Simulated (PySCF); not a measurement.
An unknown shows these calculated signals:

$^{1}$H NMR (400 MHz, computed): δ 4.91 (m, 1H), 2.77 (m, 1H), 2.62 (m, 1H), 2.13 (m, 1H), 2.06 (m, 1H), 2.05 (m, 1H), 1.94 (m, 1H), 1.64 (m, 1H), 1.63 (m, 1H).

$^{13}$C{$^{1}$H} NMR (computed): δ 217.9 (C), 94.8 (CH), 62.3 (CH), 47.2 (CH2), 42.9 (CH2), 37.5 (CH), 36.3 (CH2).

[PySCF: geometry: GFN2-xTB; GIAO PBE0/pcSseg-1 shieldings; one conformer; gas phase; no relativistic terms]

Referencing at the same level of theory: TMS for $^{1}$H, $^{13}$C.

Problem. Which of these does the molecule contain: a nitrile, a heteroaromatic ring, a ketone, an amide?

Solution. 
- A nitrile: no.
- A heteroaromatic ring: no.
- A ketone: yes (δC 217.9).
- An amide: no.

The data belong to SMILES O=C1C[C@@H]2C[C@@H](F)[C@H]1C2, C7H9FO; they needn't prove each group on their own.

Carbon signals by region: 1 in the far downfield region (above 160 ppm), 2 at 50–100 ppm, 4 below 50 ppm. Above 160 ppm: 217.9, ketone carbonyl carbon.

Splittings by $^{19}$F in the carbon and heteronuclear signals aren't shown, as no couplings were computed. Shifts are as computed. Against solution values, carbons near 30 ppm lie about +3 ppm off and those near 130 ppm about +5 ppm. Of 1211 compounds with measured shifts, 218 miss one by over three times the rms of a fit or turn the order of signals round; such compounds aren't used in these exercises. No couplings were computed; multiplicities are counted from neighbouring protons, with m where these are inequivalent, close in shift, in a saturated or five-membered ring or joined by F or P, and br s for small geminal =CH2 splittings.
